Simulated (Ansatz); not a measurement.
One geometry of `Sc1ccc(Sc2ccccc2)cc1`, several levels of theory.

```yaml
crystal:
  periodic: [false, false, false]
  atoms:
    - {symbol: S, position_ang: [5.054235, 1.246010, 0.576013]}
    - {symbol: C, position_ang: [3.524394, 0.449532, 0.159577]}
    - {symbol: C, position_ang: [2.450374, 1.117563, -0.469325]}
    - {symbol: C, position_ang: [1.271445, 0.433069, -0.779060]}
    - {symbol: C, position_ang: [1.123664, -0.927224, -0.438311]}
    - {symbol: S, position_ang: [-0.327254, -1.863220, -0.878907]}
    - {symbol: C, position_ang: [-1.670106, -0.823022, -0.332260]}
    - {symbol: C, position_ang: [-2.881281, -0.900863, -1.051104]}
    - {symbol: C, position_ang: [-3.995566, -0.160238, -0.630976]}
    - {symbol: C, position_ang: [-3.908762, 0.678393, 0.491580]}
    - {symbol: C, position_ang: [-2.698982, 0.759747, 1.201743]}
    - {symbol: C, position_ang: [-1.585557, 0.006634, 0.804972]}
    - {symbol: C, position_ang: [2.189957, -1.591917, 0.198839]}
    - {symbol: C, position_ang: [3.382269, -0.916010, 0.484619]}
    - {symbol: H, position_ang: [4.718617, 2.476868, 0.100557]}
    - {symbol: H, position_ang: [2.541886, 2.181899, -0.736036]}
    - {symbol: H, position_ang: [0.450870, 0.962414, -1.285948]}
    - {symbol: H, position_ang: [-2.941485, -1.538815, -1.946506]}
    - {symbol: H, position_ang: [-4.936615, -0.229567, -1.198715]}
    - {symbol: H, position_ang: [-4.780339, 1.268922, 0.811748]}
    - {symbol: H, position_ang: [-2.621827, 1.409616, 2.087472]}
    - {symbol: H, position_ang: [-0.646143, 0.063552, 1.374720]}
    - {symbol: H, position_ang: [2.079250, -2.650974, 0.476461]}
    - {symbol: H, position_ang: [4.206926, -1.452396, 0.978828]}
basis:
  gaussian: {orbitals: def2-TZVP, initial_orbitals: start.molden}
magnetization: {spin_polarized: true, initial_magnetization: 2}
hamiltonian: {xc: pbe, dispersion: d4}
scf: {omitted_lower_state_checks: [starts]}
output: {orbitals: {seedname: orbitals}}
```

The file start.molden holds the orbitals of an earlier run on this structure, at another level or in another basis.

```sh
$ ansatz run in.yaml --threads 4 --pin off --events-out ev --progress --plain --max-ram 9574MiB
```

Output, abridged:

```
Functional definition: PBE
3122 factors; their error is unknown
mean field evaluation 1: about -34253.8677 eV, gradient 1.2e1 eV
mean field evaluation 2: about -34254.1797 eV, gradient 4.7e-1 eV
mean field evaluation 4: about -34254.1085 eV, gradient 3.9e-1 eV
mean field evaluation 8: about -34254.1117 eV, gradient 2.7e-3 eV
mean field evaluation 16: about -34254.1117 eV, gradient 9.8e-6 eV
mean field -34254.11167694 eV, -1258.8153858567 hartree, gradient 9.8e-6 eV, S^2 2.007257; 0 other end points of the search recorded, 0 dependent functions left out
reference -34254.11174052 eV, -1258.8153881932 hartree; 58, 56 occupied and 448, 450 virtual orbitals, 3122 factors
Total energy: -34255.04035383 eV, -1258.8495141030 hartree
Checks for a lower state left out: starts
```

Run time 33 s (4 threads of Arm Neoverse V1 on a shared host), peak host memory 1.7 GiB.

First input, but with `gaussian: {orbitals: def2-TZVP}`, `hamiltonian: {xc: pbe0, dispersion: d4}` (abridged; 1.9 min):

```
Functional definition: PBE0
the host lacks memory for fits, so the integrals are decomposed
mean field evaluation 16: about -34256.6284 eV, gradient 2.3e-1 eV
mean field evaluation 32: about -34256.6314 eV, gradient 3.5e-3 eV
mean field -34256.63143000 eV, -1258.9079850739 hartree, gradient 1.1e-5 eV, S^2 2.030755
Total energy: -34257.42900578 eV, -1258.9372954430 hartree
Checks for a lower state left out: starts
```

Geometry: PBE-D4/def2-SVP, that of the neutral singlet.

At PBE0-D4/def2-TZVP a singlet of charge 0 lies 3.31 eV below the triplet at the same geometry.
